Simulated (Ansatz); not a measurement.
Species: CCrO (charge 0, septet). The spin state was set by rule; other spins were not relaxed. SMILES: [O+]#[C-]->[Cr]
Geometry: optimised at B3LYP-D3(BJ)/def2-TZVP (Ansatz, an electronic-structure program).

Property: atomisation energy (electronic, to ground-state atoms), in kcal/mol. Cores are frozen in the correlated levels unless marked. UHF or UKS for open shells. No spin-orbit coupling. The frozen core is the preceding noble-gas configuration, with the filled d and f shells of earlier blocks. Non-relativistic. The coupled-cluster limit lacks core correlation, which all-electron functionals hold. Basis-set limits of correlation are two-point, X^-3; Hartree-Fock from the larger set.

```csv
level,program,atomisation energy (kcal/mol),minus last row
HF/def2-QZVPP,Ansatz,161.0,-98.1
BLYP/def2-TZVPD,Ansatz,272.1,13.0
r2SCAN-D3(BJ)/def2-TZVPD,Ansatz + dftd3,266.7,7.6
B3LYP/def2-TZVPD,Ansatz,261.1,2.0
BHLYP-D4/def2-TZVPD,Ansatz + dftd4,240.3,-18.8
HSE06/def2-TZVPD,Ansatz,261.9,2.8
LC-wPBE/def2-TZVPD,Ansatz,259.9,0.8
wB97X-V/def2-TZVPD,Ansatz,260.2,1.1
B2PLYP-D4/def2-TZVPD,Ansatz + dftd4,261.4,2.3
RPA@PBE/def2-TZVPP,Ansatz,239.5,-19.6
MP2/6-31G*,Ansatz,266.3,7.2
CCSD/def2-QZVPP,Ansatz,246.0,-13.1
"CCSD/CBS(def2-TZVPP,def2-QZVPP)",Ansatz,248.5,-10.6
CCSD(T)/def2-SVP,Ansatz,246.0,-13.1
"CCSD(T)/CBS(def2-TZVPP,def2-QZVPP)",Ansatz,259.1,0.0
```
